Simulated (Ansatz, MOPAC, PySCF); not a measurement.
System: BNH5 (charge -1, singlet). SMILES: [BH3-]N
Coordinates optimised at B3LYP-D3(BJ)/def2-TZVP (Ansatz, a first-principles code):
```xyz
7

B     -0.7935     0.0734    -0.0069
N      0.7583    -0.1831     0.0344
H     -1.3106    -0.6699    -0.8536
H     -1.1126     1.2529    -0.2929
H     -1.2830    -0.1883     1.1016
H      1.1939     0.4521     0.6999
H      1.1719     0.0676    -0.8613
```
Charge -1, spin multiplicity 1.

Unscaled harmonic wavenumbers (cm⁻¹) in rising order, each level at the stationary point that it reaches from this structure (no distance between atoms moves by over 0.3 Å); the order of modes can differ between levels, and a negative number is imaginary. B3LYP-D3(BJ)/def2-TZVP (PySCF, at the structure above): 254, 704, 771, 840, 987, 1130, 1151, 1183, 1192, 1602, 2091, 2215, 2234, 3407, 3473.

AM1 (MOPAC): 231, 861, 885, 1080, 1153, 1212, 1224, 1235, 1301, 1726, 2988, 3066, 3070, 3397, 3447. Zero-point energy 38.4 against 33.2 kcal/mol; where all levels lie over 400 cm⁻¹, the wavenumbers are on average 1.168 times those of B3LYP-D3(BJ)/def2-TZVP.

PM3 (MOPAC): 218, 809, 844, 915, 1065, 1066, 1095, 1103, 1142, 1711, 2488, 2535, 2577, 3314, 3480. Zero-point energy 34.8 against 33.2 kcal/mol; where all levels lie over 400 cm⁻¹, the wavenumbers are on average 1.052 times those of B3LYP-D3(BJ)/def2-TZVP.

PM7 (MOPAC): 170, 775, 781, 826, 883, 937, 999, 1088, 1140, 1626, 2570, 2596, 2603, 2788, 2851. Zero-point energy 32.4 against 33.2 kcal/mol; where all levels lie over 400 cm⁻¹, the wavenumbers are on average 0.985 times those of B3LYP-D3(BJ)/def2-TZVP.

HF/3-21G (Ansatz): 277, 721, 835, 906, 1064, 1233, 1262, 1319, 1337, 1803, 2175, 2306, 2333, 3513, 3581. Zero-point energy 35.3 against 33.2 kcal/mol; where all levels lie over 400 cm⁻¹, the wavenumbers are on average 1.072 times those of B3LYP-D3(BJ)/def2-TZVP.
